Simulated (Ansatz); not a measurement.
Reaction (hydrogenolysis of a Zn–O bond): `[SiH3][O][Zn][O][SiH3]` + H₂ → `[SiH3][O][ZnH]` + `O[SiH3]`

Calculated with Ansatz (gas phase, PBE0-D4/def2-TZVP geometries, no zero-point term in ΔE). CCSD(T)/CBS adds triple-zeta CCSD(T) − MP2 to the extrapolated MP2 energy (def2 sets, frozen cores). This one scheme is used for every species. Functionals use def2-TZVPP. For Zn outer-core shells are correlated without core-valence functions, which leaves a few kJ/mol of doubt a bond. Scalar relativity is left out up to krypton. One conformer a species, not always the lowest.

```json
{"species": "`[SiH3][O][Zn][O][SiH3]`", "r2SCAN0-D4 energy (Eh)": "-2512.42973"}
{"species": "H₂", "r2SCAN0-D4 energy (Eh)": "-1.17055"}
{"species": "`[SiH3][O][ZnH]`", "r2SCAN0-D4 energy (Eh)": "-2146.47567"}
{"species": "`O[SiH3]`", "r2SCAN0-D4 energy (Eh)": "-367.11759"}
```

Question: Work out ΔE.

Answer: ΔE = (-2146.47567) + (-367.11759) − (-2512.42973) − (-1.17055) = 0.00702 Eh = +18.4 kJ/mol. CCSD(T)/CBS gives +30.4 kJ/mol.

Largest T1 diagnostic among the species: 0.016.

In def2-TZVPP, CCSD(T) changes the Hartree–Fock value by +8.8 kJ/mol (the triples alone add +2.5 kJ/mol) and MP2 by +15.4 kJ/mol. At CCSD(T), def2-SVP lies +4.1 kJ/mol from the extrapolated value and def2-TZVPP −5.0 kJ/mol.
